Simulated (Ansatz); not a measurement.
Cost and result up the ladder for (Br2Ga-mu-SH)2 (Ga2H2S2Br4) (10 atoms). Charge 0, multiplicity 1. Geometry: r2SCAN-D4/def2-SVP.

Cartesian coordinates in Å:
```
Ga -0.8576 1.2739 0.5496
Br -1.9503 2.7664 -0.7861
Br -0.8458 1.4042 2.8418
S -1.5103 -0.9362 -0.0925
Ga 0.6814 -1.0513 -1.0444
Br 0.4907 -0.9216 -3.3143
Br 1.8684 -2.6966 0.0307
S 1.3983 1.0777 -0.2220
H -1.1337 -1.4942 1.0851
H 1.8589 0.5777 0.9519
```

Ansatz; hardware A = 2 threads of AMD EPYC 7R13 on a shared host and a share (18 GiB) of an NVIDIA H100 80GB HBM3; B = 2 threads of AMD EPYC 7R13 on a shared host. Times are rough, and most runs start from the orbitals of an earlier one. CAM-B3LYP-D4/def2-TZVP serves as the yardstick here, not as an exact answer. Differences are given only for rows in sets of like size (and for xTB, whose basis is part of the method), since another set adds its own error. Binding counts from free atoms at the same level (Ga doublet, Br doublet, S triplet, H doublet; other spins of the atoms weren't run), without zero-point energy or a counterpoise term.

Correlated methods freeze 64 core orbitals; core or outer-core shells of Ga, Br are correlated, in sets that lack core-valence functions. The rows differ in basis, and correlated rows in double-zeta sets carry the largest basis error.

Correlated methods converge slowly with the basis, most of all in double-zeta sets.

```json
{"level": "PBE-D4/def2-TZVP [A]", "functions": "374", "wall time": "5.5 s", "binding energy per atom (eV)": "2.90", "difference from CAM-B3LYP-D4/def2-TZVP (eV)": "0.12"}
{"level": "r2SCAN-D4/def2-TZVP [A]", "functions": "374", "wall time": "6.5 s", "binding energy per atom (eV)": "2.92", "difference from CAM-B3LYP-D4/def2-TZVP (eV)": "0.14"}
{"level": "r2SCANh-D4/def2-TZVP [A]", "functions": "374", "wall time": "7 s", "binding energy per atom (eV)": "2.90", "difference from CAM-B3LYP-D4/def2-TZVP (eV)": "0.12"}
{"level": "PBE0-D4/def2-TZVP (with forces) [A]", "functions": "374", "wall time": "7.5 s", "binding energy per atom (eV)": "2.89", "difference from CAM-B3LYP-D4/def2-TZVP (eV)": "0.10"}
{"level": "PBE-D4/def2-SVP [B]", "functions": "238", "wall time": "7.5 s", "binding energy per atom (eV)": "2.92", "difference from CAM-B3LYP-D4/def2-TZVP (eV)": "–"}
{"level": "B97M-V/def2-TZVP [A]", "functions": "374", "wall time": "8.5 s", "binding energy per atom (eV)": "2.87", "difference from CAM-B3LYP-D4/def2-TZVP (eV)": "0.08"}
{"level": "MP2/def2-TZVP [A]", "functions": "374", "wall time": "8.5 s", "binding energy per atom (eV)": "2.92", "difference from CAM-B3LYP-D4/def2-TZVP (eV)": "0.13"}
{"level": "CAM-B3LYP-D4/def2-TZVP (with forces) [A]", "functions": "374", "wall time": "10 s", "binding energy per atom (eV)": "2.78", "difference from CAM-B3LYP-D4/def2-TZVP (eV)": "0.00"}
{"level": "CCSD(T)/def2-SVP [A]", "functions": "238", "wall time": "16 s", "binding energy per atom (eV)": "2.67", "difference from CAM-B3LYP-D4/def2-TZVP (eV)": "–"}
{"level": "PBE0-D4/def2-SVP [B]", "functions": "238", "wall time": "18 s", "binding energy per atom (eV)": "2.89", "difference from CAM-B3LYP-D4/def2-TZVP (eV)": "–"}
```
